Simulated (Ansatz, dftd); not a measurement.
Species: HSeO, charge 0, doublet. HSeO (SMILES O[Se], doublet).
B3LYP-D3(BJ)/def2-TZVP minimum from Ansatz (a program for electronic structure):
```
O
H 1 0.9669
Se 1 1.7923 2 107.79
```
Charge 0, spin multiplicity 2.

Quantity: atomisation energy (electronic, to ground-state atoms), in kcal/mol. Open shells are spin-unrestricted; no spin-orbit coupling. Cores are frozen in correlated methods (noble-gas shells, and filled d and f shells in the p block). No relativity. CBS(X,Y): correlation extrapolated as X^-3, Hartree-Fock from the larger set (Q,5: extrapolated as (X+1)exp(-9√X)). A bracket is a step between two methods taken in the basis named. Where a partner has so few electrons that a lower coupled-cluster level is exact, that level stands in.

```json
[
 {"level": "HF/cc-pV5Z", "program": "Ansatz", "atomisation energy (kcal/mol)": "92.6", "difference against the last row": "-85.6"},
 {"level": "PBE0-D3(BJ)/def2-TZVPD", "program": "Ansatz + dftd3", "atomisation energy (kcal/mol)": "175.5", "difference against the last row": "-2.7"},
 {"level": "PBE0/def2-TZVPD", "program": "Ansatz", "atomisation energy (kcal/mol)": "174.9", "difference against the last row": "-3.3"},
 {"level": "CAM-B3LYP/def2-TZVPD", "program": "Ansatz", "atomisation energy (kcal/mol)": "177.4", "difference against the last row": "-0.8"},
 {"level": "wB97M-V/def2-TZVPD", "program": "Ansatz", "atomisation energy (kcal/mol)": "177.3", "difference against the last row": "-0.9"},
 {"level": "MP2/cc-pVDZ", "program": "Ansatz", "atomisation energy (kcal/mol)": "153.7", "difference against the last row": "-24.5"},
 {"level": "CCSD/CBS(cc-pVTZ,cc-pVQZ)", "program": "Ansatz", "atomisation energy (kcal/mol)": "170.6", "difference against the last row": "-7.6"},
 {"level": "CCSD/CBS(cc-pVQZ,cc-pV5Z)", "program": "Ansatz", "atomisation energy (kcal/mol)": "171.1", "difference against the last row": "-7.1"},
 {"level": "CCSD(T)/cc-pVQZ", "program": "Ansatz", "atomisation energy (kcal/mol)": "174.2", "difference against the last row": "-4.0"},
 {"level": "CCSD(T)/CBS(cc-pVTZ,cc-pVQZ)", "program": "Ansatz", "atomisation energy (kcal/mol)": "177.4", "difference against the last row": "-0.8"},
 {"level": "CCSD(T)/CBS(cc-pVQZ,cc-pV5Z)", "program": "Ansatz", "atomisation energy (kcal/mol)": "177.9", "difference against the last row": "-0.3"},
 {"level": "CCSDT(Q)/cc-pVTZ", "program": "Ansatz", "atomisation energy (kcal/mol)": "168.8", "difference against the last row": "-9.4"},
 {"level": "CCSD(T)/CBS(cc-pVQZ,cc-pV5Z) + [CCSDT(Q) - CCSD(T)]/cc-pVDZ", "program": "Ansatz", "atomisation energy (kcal/mol)": "178.6", "difference against the last row": "0.4"},
 {"level": "CCSD(T)/CBS(cc-pVQZ,cc-pV5Z) + [CCSDT(Q) - CCSD(T)]/cc-pVTZ + [CCSDTQ - CCSDT(Q)]/cc-pVDZ", "program": "Ansatz", "atomisation energy (kcal/mol)": "178.2", "difference against the last row": "0.0"}
]
```
